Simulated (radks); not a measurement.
The numbers below are computed, except where a source is named.
Q: These are the eigenvalues of the occupied orbitals of an atom or ion with whole-number occupations (hartree). Code: a radial shooting solver on a logarithmic mesh with Libxc functionals. Model: Dirac Kohn-Sham, PBE, spin-unpolarised, spherical densities, finite nucleus; Fermi nuclear charge, rms radius of each element as measured or else 0.836 A^(1/3) + 0.57 fm.

1s1/2: -975.4853
2s1/2: -145.9135
2p1/2: -135.9309
2p3/2: -128.8580
3s1/2: -28.27237
3p1/2: -24.27159
3p3/2: -23.00823
3d3/2: -15.92901
3d5/2: -15.67227
4s1/2: -5.19345
4p1/2: -3.90525
4p3/2: -3.68831
4d3/2: -1.69978
4d5/2: -1.67138

Which element is it, and in what charge state? The configuration may be excited. Open shells, if any, fill j = l - 1/2 first.

A: Z = 48, cadmium, charge +3: Cd3+ in [Kr] 4d9. The list shows which subshells hold electrons but not how many an open one holds; the 1s level, -975.49 hartree, gives Z - s = 44.2 by -(Z - s)^2/2, which with screening and relativity narrows Z to a few neighbours, and the depths of the outer levels then fix element, charge and occupations together.
